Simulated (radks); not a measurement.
Excited configurations of the arsenic ion As3+: one electron is placed in a higher orbital outside [Ar] 3d10 4s1. The ground configuration is [Ar] 3d10 4s2. Method: Dirac Kohn-Sham, PBE, spin-unpolarised, spherical densities, point nucleus; open shells are shared between the two j in proportion to 2j + 1; computed with a radial shooting solver on a logarithmic mesh with Libxc functionals. Excitation = E - E(ground); binding = E(ion) - E, where the ion is the core of charge +4; n* = 4/sqrt(2 binding) in atomic units, and the quantum defect is n - n*. Eigenvalue and <r> are those of j = l + 1/2.

outer orbital  excitation (eV)  binding (eV)     n*  quantum defect  eigenvalue (eV)  <r> (bohr)
5s                      28.062        22.585  3.105           1.895          -20.049       3.704
5p                      31.733        18.915  3.393           1.607          -16.655       4.208
5f                      41.322         9.325  4.832           0.168           -8.079       7.368
6s                      37.545        13.102  4.076           1.924          -11.677       6.371
6p                      39.230        11.417  4.367           1.633          -10.120       7.093
6d                      41.858         8.789  4.977           1.023           -7.802       8.760

The Delta-SCF ionisation energy is 50.647 eV (NIST Atomic Spectra Database: 50.2 eV, measured). Self-interaction in the functional shifts the binding energies and quantum defects, so they are the method's values and not measured ones. Spin polarisation and multiplet splitting are left out, so open shells lie too high by an amount that depends on their filling.

Beside tabulated values, note that spin-unpolarised runs miss the spin-polarisation part of the exchange energy of open shells.
